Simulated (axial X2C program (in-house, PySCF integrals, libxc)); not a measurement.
# Potential curves of GeBi⁻, 2c

Calculated with an axial X2C code built on PySCF integrals. Two-component (2c) means X2C with spin–orbit coupling and atomic mean-field two-electron Coulomb terms, the Gaunt term switched off. Basis: Bi dyall-av2z [11s13p10d5f], Ge dyall-av2z [8s9p6d] (cores contracted in-house); Gaussian nuclei, density fitting, unrestricted open shells. Masses: Bi 208.980 u, Ge 73.921 u.

State: Ω = 0 (closed shell). Energies in kJ/mol from the fragments at the same level (Bi + Ge-). Fits are polynomials in 1 − R0/R over 0.85 to 1.23 times the lowest point R0.

| R (Å) | BHandHLYP | B97-3 |
| --- | --- | --- |
| 2.1445 | -160.55 | -184.03 |
| 2.2431 | -219.69 | -246.18 |
| 2.3171 | -244.47 | -273.19 |
| 2.3910 | -256.79 | -287.65 |
| 2.4650 | -259.72 | -292.59 |
| 2.5513 | -254.45 | -289.41 |
| 2.6376 | -242.59 | -279.34 |
| 2.7485 | -221.26 | -259.77 |
| 2.8840 | -190.34 | -230.22 |
| 3.0812 | -143.06 | -183.71 |

The state is a single determinant with fixed occupations, the lowest that a limited PBE0 search found. Closed shells are restricted here (equal orbitals for both partners); the stretched side of such a curve lies too high. Dissociation energies refer to the lowest single-determinant-based atoms at the same level and basis. Without a current term, density functionals place determinants with orbital angular momentum somewhat too high.

Q: What are Re, ωe and De at the BHandHLYP level?

A: At BHandHLYP, 2c: Re = 2.455 Å, ωe ≈ 261 cm⁻¹, De = 2.69 eV to Bi + Ge-; Be follows as 0.0512 cm⁻¹.

Q: What are Re, ωe and De at the B97-3 level?

A: At B97-3, 2c: Re = 2.476 Å, ωe ≈ 254 cm⁻¹, De = 3.03 eV to Bi + Ge-; Be follows as 0.0504 cm⁻¹.
